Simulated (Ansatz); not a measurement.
Reactions of H₄O₃Si, SMILES `O[SiH](O)O`.

Program: Ansatz. Geometries: PBE0-D4/def2-TZVP. ΔE: electronic, gas phase. CBS: MP2 limit from def2 TZ/QZ plus the TZ coupled-cluster correction, frozen cores. This one scheme is used for every species, atoms too. DFT in def2-TZVPP. B3LYP here is the variant with VWN-RPA as its local correlation; programs differ in this. Open shells (•) are unrestricted, without spin–orbit coupling. Spin–orbit coupling would lower the free atoms: a little for F. Bonds to Br are less sure, by a few kJ/mol each and by 10 to 20 or more in all where they break to atoms, as the def2 sets lack core-valence functions. Scalar relativity is left out up to krypton. Each species was taken in one conformer, which may not be the lowest.

| reaction | B2PLYP (eV) | ωB97M-V (eV) | B3LYP-D4 (eV) |
| --- | --- | --- | --- |
| `O[SiH](O)O` + `O[SiH2]F` → `O[SiH](O)O[SiH2]F` + H₂O | -0.14 | -0.14 | -0.18 |
| `O[SiH](O)O` + `C[SiH](Cl)Cl` → `O[SiH](O)C[SiH](Cl)Cl` + H₂O | 1.12 | 1.00 | 1.01 |
| `O[SiH](O)O` + `[OH]`• → `O[Si](O)O`• + H₂O | -0.95 | -0.87 | -0.93 |
| `O[SiH](O)O` + `C=C[SiH2]Cl` → `O[SiH](O)/C=C\[SiH2]Cl` + H₂O | 1.27 | 1.16 | 1.16 |
| `O[SiH](O)O` + H₂ → `O[SiH2]O` + H₂O | 1.04 | 1.06 | 1.05 |
| `O[SiH](O)O` + `O[SiH2]C#C[SiH3]` → `O[SiH](O)C#C[SiH3]` + `O[SiH2]O` | 0.07 | 0.07 | 0.07 |
| `O[SiH](O)O` + `O[SiH](Cl)Br` → `O[SiH](Cl)[Si](O)(O)O` + HBr | 1.21 | 1.21 | 1.09 |
| `O[SiH](O)O` + F• → `O[Si](O)O`• + H–F | -1.62 | -1.52 | -1.63 |
| `O[SiH](O)O` + `CNC` → `CN(C)[SiH](O)O` + H₂O | 0.56 | 0.49 | 0.48 |
| `O[SiH](O)O` + `C[SiH](F)S` → `C[SiH](F)S[SiH](O)O` + H₂O | 0.49 | 0.40 | 0.39 |

Task: Give the CCSD(T)/CBS values in the same order. (An estimate is asked.)

Result: Ansatz gave: -0.20, 0.99, -0.99, 1.16, 1.03, 0.08, 1.20, -1.68, 0.46, 0.37 eV.

Largest T1 diagnostic: 0.014, for `O[Si](O)O`•.
